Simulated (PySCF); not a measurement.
C₆H₄N (doublet state).
Geometry (GFN2-xTB, Å), atoms numbered from 1 in this order:
```xyz
11
C6H4N angstrom
C     -2.435    0.148    0.791
C     -1.127    0.410    0.584
C     -0.324   -0.320   -0.314
C      0.993   -0.047   -0.513
C      2.182    0.214   -0.680
C      3.486    0.492   -0.869
N      4.604    0.734   -1.029
H     -3.021    0.724    1.484
H     -2.938   -0.648    0.269
H     -0.649    1.217    1.125
H     -0.765   -1.135   -0.875
```

The hyperfine couplings belong to this conformer and change with its torsions.

The species is `C=C[CH]C#CC#N` [radical].

Level of theory: UKS B3LYP, pcH-1 on C H N, non-relativistic, mean-field spin-orbit, GIAO in PySCF 2.14.0. The structure is a single GFN2-xTB conformer in the gas phase; no vibrational or solvent corrections. A GFN2-xTB geometry isn't a minimum of the functional, and hyperfine couplings can be far from their values at a DFT geometry. Stability of the SCF solution: not tested. ⟨S²⟩ is 0.788 where a pure state has 0.75.

The Mulliken spin populations are largest on C3 (+0.53), C1 (+0.48), C5 (+0.39) and C4 (-0.22). Four atoms exceed +0.15. The positive populations add up to 1.60 and the negative ones to -0.60, together 2S = 1. The angles at C3 add up to 360.0°, so it is planar.

Question: Test a(H) = Q·ρ(C) for the protons on planar carbons with a spin population beyond ±0.08.

Answer: 
```tsv
H	C	ρ(C)	a(H) (G)	a/ρ (G)
H8	C1	+0.477	-10.77	-22.6
H9	C1	+0.477	-10.16	-21.3
H10	C2	-0.212	+3.63	-17.1
H11	C3	+0.532	-13.54	-25.5
```

A least-squares line through the origin gives Q = -22.9 G with Mulliken populations. In every row coupling and population have opposite signs. Where ρ is negative the coupling is positive.

Question: Leave H9 and its like out of the fit. How well does the relation then predict its coupling?

Answer: The other protons give Q = -24.3 G, so a = -24.3 × 0.477 ≈ -11.61 G, against the computed -10.16 G.

Couplings in gauss use g_iso = 2.0028.
